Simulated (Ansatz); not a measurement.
Frontier orbitals of `[CH3][Cu-][NH3+]`.

Charge 0, multiplicity 1. For Cu the d shell is correlated and the shells below it are frozen. Scalar relativity is left out up to krypton. Geometry: relaxed with PBE0-D4/def2-TZVP. It is one conformer, not always the lowest. Basis def2-TZVPP, Ansatz 0.2.0.

```tsv
functional	HOMO (eV)	LUMO (eV)	gap (eV)
LDA (SPW92)	-4.63	-1.20	3.43
PBE	-4.39	-1.13	3.26
revPBE	-4.30	-1.10	3.20
BLYP	-4.33	-1.16	3.17
r2SCAN	-4.41	-0.53	3.88
PBE0	-5.40	-0.39	5.01
B3LYP	-5.28	-0.72	4.56
r2SCAN0	-5.48	0.01	5.49
BHLYP	-6.37	0.12	6.49
CAM-B3LYP	-6.79	0.29	7.08
ωB97M-V	-7.70	0.80	8.50
HF	-7.74	1.64	9.38
```

From PBE to PBE0 the HOMO moves by −1.01 eV and the LUMO by +0.74 eV, and with ωB97M-V by −3.31 and +1.94 eV, so the gap grows from 3.26 to 8.50 eV with exact exchange. A positive LUMO is unbound and depends on the basis.

B3LYP here is the variant with VWN-RPA as its local correlation; programs differ in this.
